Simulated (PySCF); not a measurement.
HBr₂ClOSi, SMILES Br[Si](O)(Br)Cl (PBE0/def2-SVP optimised geometry):

```
6

O     -1.241    -1.740    -1.355
Si    -0.654    -1.030     0.000
Cl     1.396    -1.030     0.000
Br    -1.396     1.030     0.000
Br    -1.332    -2.099     1.809
H     -1.073    -2.681    -1.475
```

Level of theory: PySCF with PBE0/def2-TZVP.

Q: What are the frontier orbital energies and the dipole moment?

A: HOMO-2 -9.04 eV, HOMO-1 -8.87 eV, HOMO -8.69 eV, LUMO -0.83 eV, LUMO+1 0.27 eV; dipole moment 1.48 D.

On the same geometry PBE/def2-TZVP (PySCF) gives HOMO-2 -7.67 eV, HOMO-1 -7.52 eV, HOMO -7.38 eV, LUMO -1.76 eV, LUMO+1 -0.61 eV; dipole moment 1.44 D.

Meta-Löwdin charges at PBE0/def2-TZVP: O1 -0.73, Si2 1.07, Cl3 -0.27, Br4 -0.21, Br5 -0.23, H6 0.37.
